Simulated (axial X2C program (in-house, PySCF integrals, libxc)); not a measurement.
# Nuclear properties of HfS⁻

Computed with an axial X2C code built on PySCF integrals: two-component X2C with atomic mean-field Coulomb and Gaunt terms, Gaussian nuclei, basis Hf dyall-acv3z, S dyall-av3z with contracted cores.

R = 2.246 Å (near the PBE0 minimum at charge -1 of the determinant lowest at the starting distance; the state shown can have its own minimum elsewhere).

Input and command:
```json
{"zs": [72, 16], "q": -1, "bas": ["dyall-acv3z", "dyall-av3z"], "r0": 2.22, "levels": ["PBE0", "HF", "PBE50", "B3LYP", "r2SCAN"], "nst": 3}
```
```bash
python soeom.py task.json out
```

Keys: zs atomic numbers; q charge; bas basis sets; r0 starting distance in Å; levels methods; nst determinants followed.

Determinant lowest in the PBE0 search, Ω = 3/2 (⟨Sz⟩ = -0.48, ⟨Lz⟩ = 1.98 at PBE0), spin on the atoms Hf -0.55, S 0.06:

| level | Eeff magnitude (GV/cm) | Ws magnitude Hf (kHz) | A∥/gI Hf (MHz) | qzz Hf (a.u.) | A∥/gI S (MHz) | qzz S (a.u.) |
| --- | --- | --- | --- | --- | --- | --- |
| PBE0 | 10.3 | 7.1 | 96.4 | -4.15 | -0.955 | -0.64 |
| HF | 46.8 | 32.1 | -184 | -4.03 | -6.28 | -0.81 |
| PBE50 | 21.9 | 14.9 | -37.2 | -4.52 | -3.27 | -0.69 |
| B3LYP | 6.14 | 4.51 | 297 | -3.94 | 1.23 | -0.62 |
| r2SCAN | 11.8 | 7.88 | -293 | -4.33 | 3.79 | -0.58 |

Determinant 0.32 eV from it at PBE0 and this distance, Ω = 5/2 (⟨Sz⟩ = 0.50, ⟨Lz⟩ = 2.00 at PBE0), spin on the atoms Hf 0.57, S -0.06:

```tsv
level	Eeff magnitude (GV/cm)	Ws magnitude Hf (kHz)	A∥/gI Hf (MHz)	qzz Hf (a.u.)	A∥/gI S (MHz)	qzz S (a.u.)
PBE0	9.18	3.56	503	-4.44	-0.8	-0.64
HF	29.6	11.7	826	-5.17	-8.83	-0.83
PBE50	13.3	5.19	586	-4.78	-2.86	-0.69
B3LYP	5.21	2.04	389	-4.23	-1.28	-0.61
r2SCAN	13.1	5.04	772	-4.73	-0.563	-0.57
```

Eeff is the effective electric field on the electron electric dipole moment in this Ω state and Ws the scalar–pseudoscalar constant of the nucleus named (defined with the proton number Z and per Ω); A∥ (defined per Ω) follows by multiplying with gI = μI/(I μN); qzz is the electric field gradient, eQq0 = 234.96 MHz × Q/barn × qzz. The operators were transformed with the bare-nucleus X2C matrices; with these basis sets, hyperfine constants and field gradients can be off by tens of per cent, and where levels differ in sign neither size nor sign is settled.

Task: With Q(177Hf) = 3.365 barn, Q(33S) = -0.0694 barn (Q from Pyykkö, Mol. Phys. 2018), turn the PBE0 values of the first state into constants in MHz.

Result: eQq0(177Hf) = 234.96 × (3.365) × (-4.15) = -3280 MHz; eQq0(33S) = 234.96 × (-0.0694) × (-0.64) = 10.4 MHz.

Each state is one determinant with collinear spin. Unrestricted Hartree–Fock can overshoot spin polarisation at the nuclei. For an anion, determinants above electron detachment, or with a positive highest level, are held by the basis set. Where Eeff spreads by more than a factor of two the levels disagree and none is to be relied on. States lie within half an eV, so the first need not be the ground state. Further determinants of the search, some of them spin-mixed, are not shown. Where a field gradient or hyperfine factor spreads by more than a factor of two over the levels, a constant derived from it is not to be relied on. PBE0 term energies can be off by some tenths of an eV.
